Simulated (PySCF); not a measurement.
trichloro(fluoromethyl)silane (CH2Cl3FSi), SMILES Cl[Si](CF)(Cl)Cl.

Geometry: PBE-D3(BJ)/def2-SVP. Other conformers were not sampled.

The numbers are results of PBE-D3(BJ)/def2-SVP in PySCF 2.14.0, not measurements.

Frequencies are harmonic and unscaled.

List the normal modes with their intensities. (The exact figures need the calculation; the answer reports its results.)


```tsv
mode	ν (cm⁻¹)	IR (km/mol)	moving atoms (share of kinetic energy)
1	64	2.5	F 54 %, Cl 34 %
2	95	1.5	Cl 50 %, F 43 %
3	150	2.4	Cl 63 %, C 19 %, H 16 %
4	162	1.7	Cl 77 %, F 13 %
5	195	1.1	Cl 47 %, H 24 %, C 16 %, Si 13 %
6	205	10.2	Cl 57 %, Si 19 %, C 12 %, F 10 %
7	317	4.7	Cl 42 %, F 33 %, C 12 %, Si 10 %
8	448	37.1	Cl 56 %, C 21 %, Si 15 %
9	585	123.4	Si 54 %, Cl 35 %
10	604	164.0	Si 68 %, Cl 29 %
11	715	49.7	Si 43 %, C 39 %, H 14 %
12	775	58.1	H 60 %, C 27 %, Si 12 %
13	1061	71.7	C 51 %, F 42 %
14	1195	3.2	H 91 %
15	1261	2.7	H 74 %, C 24 %
16	1395	4.1	H 93 %
17	2949	10.2	H 95 %
18	3011	8.2	H 90 %, C 10 %
```
